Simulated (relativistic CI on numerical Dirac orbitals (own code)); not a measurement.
## Hyperfine structure of Se⁷⁺, mass number 79

Calculated at this level of theory: Dirac-Coulomb-Breit CI, orbitals from a KLI potential per configuration, a model potential for QED, unscaled Slater integrals (own radial code, finite nucleus).

CI space (outside the closed core [Ne]): 3s2.3p6.3d9, 3s2.3p5.3d10, 3s2.3p6.3d8.4s, 3s2.3p6.3d8.4p, 3s.3p6.3d10, 3s2.3p6.3d7.4s2, 3s2.3p6.3d8.4d, 3s2.3p6.3d7.4s.4p, 3s2.3p6.3d8.5s, 3s2.3p6.3d7.4p2, 3s2.3p6.3d8.4f, 3s2.3p6.3d8.5p, 3s2.3p6.3d7.4s.4d, 3s2.3p6.3d8.5d, 3s2.3p6.3d7.4p.4d, 3s2.3p6.3d8.5f. Levels of other configurations are missing.

Nuclear spin I = 7/2, μ = -1.018 μN, Q = 0.8 b (tables of Stone and Pyykkö). The electronic factors are computed for point nuclear moments, without core polarisation or the Bohr-Weisskopf and QED corrections.

| Level | E (eV) | A (MHz) | B (MHz) |
| --- | --- | --- | --- |
| 3s2.3p6.3d9 2D_5/2 | 0.0000 | -407 | -2260 |
| 3s2.3p6.3d9 2D_3/2 | 0.8660 | -967.3 | -1630 |
| 3s2.3p6.3d8.4s 4F_9/2 | 64.1215 | -1436 | -1200 |
| 3s2.3p6.3d8.4s 4F_7/2 | 64.5779 | -460.3 | -830 |
| 3s2.3p6.3d8.4s 4F_5/2 | 65.0465 | -211.2 | -527 |
| 3s2.3p6.3d8.4s 4F_3/2 | 65.3342 | 872.8 | -511 |
| 3s2.3p6.3d8.4s 2F_7/2 | 65.6339 | -841.1 | -1150 |
| 3s2.3p6.3d8.4s 2F_5/2 | 66.3452 | -1663 | -900 |

Levels with J = 0, under 50 % of one LS term, or S terms without an open s electron are left out. Small factors come from cancelling terms and can be off by tens of per cent or more.

At this charge configurations can still be misplaced by up to about 7 % of their energy.

Problem. Give the hyperfine levels of 3s2.3p6.3d9 2D_5/2 relative to its centre of gravity.

Solution. With K = F(F + 1) − I(I + 1) − J(J + 1), E = AK/2 + B[¾K(K + 1) − I(I + 1)J(J + 1)]/[2I(2I − 1)J(2J − 1)]: F = 1: 3370, F = 2: 3201, F = 3: 2705, F = 4: 1592, F = 5: -523.2, F = 6: -4125 MHz.

LS names give the leading component of a level, which can be under half, so a name can repeat, a term be missing and a line seem to break the LS rules.
